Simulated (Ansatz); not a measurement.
`[SiH3][GeH2][GaH2]` + `N=CO` → `O/C=[N]/[GaH2]` + `[SiH3][GeH3]` at 400 K and 1 bar (cleavage of the Ga–Ge bond).

Gas-phase electronic energies from Ansatz, PBE0-D4/def2-TZVP geometries. CBS: MP2 limit from def2 TZ/QZ plus the TZ coupled-cluster correction, frozen cores. This one scheme is used for every species. For Ga, Ge outer-core shells are correlated without core-valence functions, which leaves a few kJ/mol of doubt a bond. Scalar relativity is left out up to krypton. One conformer a species, not always the lowest.

| species | CCSD(T)/CBS energy (Eh) | H − E (kJ/mol) | S (J/(mol·K)) |
| --- | --- | --- | --- |
| `[SiH3][GeH2][GaH2]` | -4293.32361 | 177.4 | 419.4 |
| `N=CO` | -169.71775 | 138.6 | 266.1 |
| `O/C=[N]/[GaH2]` | -2094.25715 | 156.9 | 350.3 |
| `[SiH3][GeH3]` | -2368.78170 | 150.2 | 319.5 |

H − E and S are ideal-gas, rigid-rotor, harmonic terms from PBE0-D4/def2-TZVP, for one conformer and one mirror image of each species. 1 Eh = 2625.50 kJ/mol, R = 8.31446 J/(mol·K).

Q: By hand: ΔE, ΔH, ΔS and ΔG.

A: ΔE = (-2094.25715) + (-2368.78170) − (-4293.32361) − (-169.71775) = 0.00251 Eh = 6.6 kJ/mol. Δ(H − E) = 156.9 + 150.2 − 177.4 − 138.6 = -8.9, so ΔH = -2.3 kJ/mol. ΔS = 350.3 + 319.5 − 419.4 − 266.1 = -15.7 J/(mol·K). ΔG = -2.3 − 400 × (-15.7)/1000 = 4.0 kJ/mol.

Q: By hand: the equilibrium constant, and the temperature at which ΔG would vanish if ΔH and ΔS stayed fixed.

A: log₁₀ K = −ΔG/(RT ln 10) = -0.5. ΔG = 0 at ΔH/ΔS = 146 K, though so small a ΔH makes that figure unsure.

TΔS isn't small against ΔH here. The sign of ΔG lies within the doubt. A doubt of 5 kJ/mol in ΔE shifts log₁₀ K by 0.7 here. Other conformers and mirror images would add mixing entropy, several J/(mol·K) or more a flexible species. These are equilibria of isolated gas molecules and say nothing of rates. Largest T1 diagnostic: 0.016 (customary marks: 0.02 for closed shells, 0.045 for open ones).
